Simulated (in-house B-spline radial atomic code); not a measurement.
The outermost shell (largest non-relativistic mean radius) with and without relativity; Dirac values are averaged over j. Computed with a B-spline radial code for spherical atoms: non-relativistic Hartree-Fock and Dirac-Hartree-Fock, averages of the configuration (point nuclei without relativity, finite nuclei with it).

```
ion  configuration  outermost shell  radius non-relativistic (bohr)  radius Dirac (bohr)  radius change (%)  level non-relativistic (eV)  level Dirac (eV)  spin-orbit splitting (eV)
 Be       [He] 2s2               2s                          2.6494               2.6489          -0.017797                       -8.416           -8.4171                          -
  B   [He] 2s2 2p1               2p                          2.2048                2.205           0.011121                       -8.432           -8.4288                  0.0025293
 Ca       [Ar] 4s2               4s                          4.2185               4.2021           -0.38902                       -5.321           -5.3419                          -
 Nd   [Xe] 4f4 6s2               6s                          4.9887               4.7678             -4.427                       -4.518           -4.7391                          -
 Pm   [Xe] 4f5 6s2               6s                          4.9342               4.7052            -4.6427                       -4.568           -4.8026                          -
```
